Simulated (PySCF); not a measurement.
Excitation energy of Co⁺ by level of theory

Co⁺ [Ar] 3d8 (3F) → Co⁺ [Ar] 3d7 4s1 (5F), as a difference of total energies. Calculation: PySCF 2.14, in x2c-QZVPPall; scalar relativity by spin-free X2C-1e. Correlated levels: valence: [Ar] frozen. The calculations carry no spin-orbit coupling.

```tsv
method	excitation energy (cm⁻¹)
UHF	-12227
MP2 (valence)	4371.5
SCS-MP2 (valence)	5399.7
CCSD (valence)	183.72
CCSD(T) (valence)	1194.8
```

Errors of the correlated levels include the incompleteness of this basis and the frozen core.

The basis was made for the ground configuration and has no added diffuse functions, so the excitation energy can come out too high.

For comparison: 3457.5 cm⁻¹ (measured; NIST levels, between the centres of gravity of the two terms).
